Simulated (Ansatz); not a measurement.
## Ligand exchange: BH(CH3)I + C5H7N → BH2I + C6H9N

Gas-phase species: BH(CH3)I, singlet; C5H7N (2-methyl-1H-pyrrole) `Cc1ccc[nH]1`, singlet; BH2I `BI`, singlet; C6H9N (2,5-dimethylpyrrole) `Cc1ccc(C)[nH]1`, singlet. The partners trade CH3 for H: B–CH3 and C–H bonds give way to B–H and C–CH3.

Shapes, held fixed at every level: PBE0-D4/def2-TZVP. Programs: Ansatz 0.2.0. The zero-point and thermal change to 298 K, harmonic and unscaled (PBE0-D4/def2-TZVP), is -2.5 kJ/mol.

| level | kind | ΔH(298 K) (kJ/mol) | less CCSD(T)/def2-TZVPP |
| --- | --- | --- | --- |
| HF/def2-TZVPP | Hartree–Fock | +37.0 | -1.2 |
| SPW92/def2-TZVPP | LDA | +45.1 | +6.9 |
| PBE-D4/def2-TZVPP | GGA | +42.9 | +4.7 |
| r2SCAN-D4/def2-TZVPP | meta-GGA | +44.7 | +6.5 |
| MP2/def2-TZVPP | perturbation theory | +39.3 | +1.1 |
| CCSD/def2-SVP | coupled cluster or CI | +33.4 | -4.8 |
| CCSD/def2-TZVPP | coupled cluster or CI | +38.4 | +0.2 |
| CCSD(T)/def2-TZVPP | coupled cluster or CI | +38.2 | 0.0 |

The highest level, CCSD(T)/def2-TZVPP, gives ΔH(298 K) = +38.2 kJ/mol; the levels span +33.4 to +45.1. The column of differences is taken from that level and isn't an error. No measured value is set beside it here. For atoms past krypton def2 sets carry core potentials with scalar relativity. Outer-core shells of I are correlated, in sets that cover them unevenly.
